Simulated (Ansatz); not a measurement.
C2H3FGe can be A, `C#[C][GeH2][F]`, or B, `F[C]1=[CH][GeH2]1`.

Gas-phase electronic energies from Ansatz, PBE0-D4/def2-TZVP geometries. CCSD(T)/CBS is the MP2 limit (def2-TZVPP, def2-QZVPP) plus CCSD(T) − MP2 in def2-TZVPP, frozen cores. Functionals use def2-TZVPP. B3LYP here is the variant with VWN-RPA as its local correlation; programs differ in this. For Ge outer-core shells are correlated without core-valence functions, which leaves a few kJ/mol of doubt a bond. Scalar relativity is left out up to krypton.

Problem. Which isomer does CCSD(T)/CBS put lower? Give the gap. (An estimate is asked.)

Solution. Computed: A, by 193.4 kJ/mol.

Problem. Give E(B) − E(A) in kJ/mol with PBE0-D4, LDA (SPW92), B3LYP-D4, PBE-D4, CCSD/def2-TZVPP, BLYP-D4, ωB97M-V. (Best estimate.)

Solution. Computed: PBE0-D4 157.6, LDA (SPW92) 120.8, B3LYP-D4 186.1, PBE-D4 148.3, CCSD/def2-TZVPP 203.9, BLYP-D4 181.5, ωB97M-V 183.3. None reverses the order clearly.

Problem. Does the order hold for the free energy at 298.15 K (harmonic terms from PBE0-D4)? (Estimate.)

Solution. Ansatz gave: Yes: G(B) − G(A) = +197.8 kJ/mol.

Largest T1 diagnostic: 0.014.

Leaving LDA and LC-ωPBE aside and taking each functional with its dispersion term where it has one, the values, not all of them listed here, spread over 50.9 kJ/mol, from PBE-D4 to BHLYP-D4. LDA lies −28.2 kJ/mol from PBE without D4. At CCSD(T), def2-SVP lies −6.7 kJ/mol from the extrapolated value and def2-TZVPP +4.2 kJ/mol.
